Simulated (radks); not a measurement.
Values are calculated unless marked as measured or tabulated.
Fractional charge and spin in the 5s shell of iodine: the spin-up occupation runs from 0 to 1 and the spin-down occupation from 0 to 1; the fullest corner is I, [Kr] 4d10 5p(up 2.5, down 2.5) 5s(up 1, down 1). Code: a radial shooting solver on a logarithmic mesh with Libxc functionals. Model: scalar-relativistic Kohn-Sham, LDA (Slater exchange, Perdew-Wang correlation), spin-polarised, spherical densities, finite nucleus; Fermi nuclear charge, rms radius of each element as measured or else 0.836 A^(1/3) + 0.57 fm. Energy (eV) minus the two flat planes that join the four corners (they meet along the diagonal where the two added fractions sum to one electron); zero is where a piecewise linear energy would lie.

down \ up       0     0.5       1
0           0.000  -1.274   0.000
0.5        -1.274   0.182  -1.157
1           0.000  -1.157   0.000

Corners above the fullest one (they belong to I+ and the next ion): (up 1, down 0) 22.188 eV, (up 0, down 1) 22.188 eV, (up 0, down 0) 54.846 eV. With half an added electron in each spin the energy lies 0.182 eV from the planes, and with half an added electron in spin up alone -1.274 eV. The planes are only a guide here: the flat-plane condition holds for ground states with one frontier orbital, while this shell lies below other occupied shells, so the corners above the fullest one are inner-hole states and not the ground states of those ions.
